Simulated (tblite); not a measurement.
Species: C5H8O2.
SMILES with atom numbers: `[CH2:1]=[CH:2][O:3][C:4](=[CH2:5])[O:6][CH3:7]` (hydrogens: H8, H9 on C1; H10 on C2; H11, H12 on C5; H13, H14, H15 on C7)

Computed with GFN2-xTB (tblite), gas phase: Langevin dynamics at 300 K from the optimised GFN2-xTB geometry, time step 0.5 fs, friction 0.01 fs⁻¹, 2000 steps. The instantaneous temperature is 2·E(kin)/(3Nk) with all 3N coordinates.

```tsv
t (fs)	T (K)	E(pot) above start (eV)	C1=C2 (Å)	C2–O3 (Å)	O3–C4 (Å)	C4=C5 (Å)	C4–O6 (Å)	C1–H8 (Å)	C1–C2–O3–C4 (°)
0	239	0.000	1.323	1.364	1.356	1.331	1.362	1.073	180
50	204	0.335	1.329	1.367	1.371	1.374	1.376	1.041	168
100	158	0.322	1.317	1.405	1.332	1.317	1.401	1.078	163
150	116	0.403	1.347	1.388	1.319	1.350	1.360	1.071	-178
200	254	0.374	1.292	1.382	1.370	1.315	1.363	1.067	-159
250	260	0.383	1.321	1.338	1.414	1.333	1.361	1.076	-158
300	197	0.549	1.301	1.339	1.394	1.346	1.334	1.058	-173
350	439	0.441	1.351	1.367	1.355	1.328	1.368	1.068	165
400	318	0.526	1.357	1.360	1.313	1.330	1.399	1.041	152
450	422	0.443	1.323	1.366	1.318	1.321	1.378	1.102	177
500	443	0.561	1.339	1.375	1.410	1.379	1.333	1.128	-145
550	347	0.571	1.325	1.405	1.426	1.328	1.319	1.051	-137
600	373	0.557	1.325	1.350	1.356	1.321	1.353	1.094	-155
650	463	0.590	1.317	1.300	1.344	1.341	1.415	1.115	174
700	276	0.530	1.323	1.358	1.360	1.335	1.386	1.061	159
750	398	0.579	1.333	1.389	1.358	1.324	1.368	1.079	156
800	307	0.554	1.333	1.394	1.345	1.344	1.301	1.078	161
850	224	0.613	1.327	1.379	1.379	1.309	1.403	1.088	-175
900	349	0.520	1.326	1.366	1.353	1.369	1.351	1.075	-165
950	261	0.490	1.344	1.390	1.360	1.330	1.383	1.090	-165
1000	234	0.460	1.311	1.396	1.350	1.310	1.375	1.063	-162
```

Question: From 500 fs on, how do temperature and potential energy compare with equipartition?

Answer: The mean temperature of these 11 frames is 334 K against the target 300 K, and the mean potential energy 0.55 eV against 39 × kT/2 = 0.50 eV for 39 classical harmonic modes. For 15 atoms in a canonical ensemble the temperature itself scatters by T·√(2/(3N)) = 63 K; here its standard deviation is 77 K. The whole run lasts only 10 friction times of 100 fs, so these averages carry a wide statistical error.

Question: What are the kinetic and total energies of the listed frame with the highest potential energy?

Answer: The one at 850 fs, 0.613 eV above the start. Its kinetic energy is 3NkT/2 = 0.434 eV at 224 K, so the sum is 1.05 eV; over the listed frames the sum runs from 0.46 to 1.49 eV, since the thermostat adds and removes energy.

Question: How much do the listed bonds fluctuate from 500 fs on?

Answer: 
| bond | at the start (Å) | mean (Å) | standard deviation (Å) |
| --- | --- | --- | --- |
| C1=C2 | 1.323 | 1.327 | 0.009 |
| C2–O3 | 1.364 | 1.373 | 0.028 |
| O3–C4 | 1.356 | 1.367 | 0.026 |
| C4=C5 | 1.331 | 1.335 | 0.021 |
| C4–O6 | 1.362 | 1.362 | 0.033 |
| C1–H8 | 1.073 | 1.084 | 0.022 |

The motion is classical and holds no zero-point motion.

The cost below is that of the whole dynamics run. The run took 9.6 s of wall time on an Arm Neoverse V1 with one thread, shared host with 32 logical CPUs at a one-minute load of 22, and the process peaked at 0.18 GiB of memory.
